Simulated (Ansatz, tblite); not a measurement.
Cost and result up the ladder for Ga₃Sb₃H₁₂, a cluster cut from wurtzite GaSb (hydrogen-capped) (18 atoms). Charge 0, multiplicity 1. Geometry: PBE-D4/def2-SVP.

Cartesian coordinates in Å:
```
Sb -0.3827 -0.0571 2.3184
Ga 0.1681 2.4530 1.4589
Sb -0.3402 2.0146 -1.1658
Ga 0.6342 -2.4024 1.4194
Sb 0.0465 -2.0209 -1.1984
Ga 0.6809 0.0890 -2.7753
H -0.2243 -0.0542 4.0287
H -2.0927 -0.2205 2.3109
H -0.9239 3.4354 2.0317
H 1.7328 2.6182 1.5755
H -2.0480 1.9550 -1.3401
H -0.1430 3.5141 -1.9793
H -0.2521 -3.5838 1.9712
H 2.2020 -2.2714 1.5354
H -1.6427 -2.2808 -1.3711
H 0.5193 -3.4421 -2.0391
H 2.2490 0.2394 -2.6892
H -0.1833 0.0147 -4.0917
```

Ansatz on 2 threads of AMD EPYC 7R13 on a shared host and a share (18 GiB) of an NVIDIA H100 80GB HBM3; xTB runs through tblite on one thread. Times are rough, summed over both states, and most runs start from the orbitals of an earlier one. PBE0-D4/def2-TZVP serves as the yardstick here, not as an exact answer. The other state is a doublet.

In the def2 sets Sb takes a core potential; there is no spin–orbit coupling. The xTB rows come from tblite. LC-ωPBE has ω = 0.4 bohr⁻¹.

Run but left out: PBE-D4/def2-TZVP (charge +1 doublet: an occupied level 0.13 eV above an empty one).

Raw xTB energies of ions are shifted by several eV.

| level | functions | vertical IE (eV) | difference from PBE0-D4/def2-TZVP (eV) |
| --- | --- | --- | --- |
| PBE0-D4/def2-TZVP | 366 | 8.77 | 0.00 |
| LC-ωPBE/def2-TZVP (with forces) | 366 | 9.04 | 0.27 |
| GFN1-xTB | 78 | 12.52 | 3.76 |
| GFN2-xTB | 66 | 12.30 | 3.54 |

Question: Estimate how long each takes.

Answer: GFN2-xTB 0.038 s; GFN1-xTB 0.045 s; PBE0-D4/def2-TZVP 15 s; LC-ωPBE/def2-TZVP (with forces) 16 s. On shared hardware such times vary by a factor of up to 3.
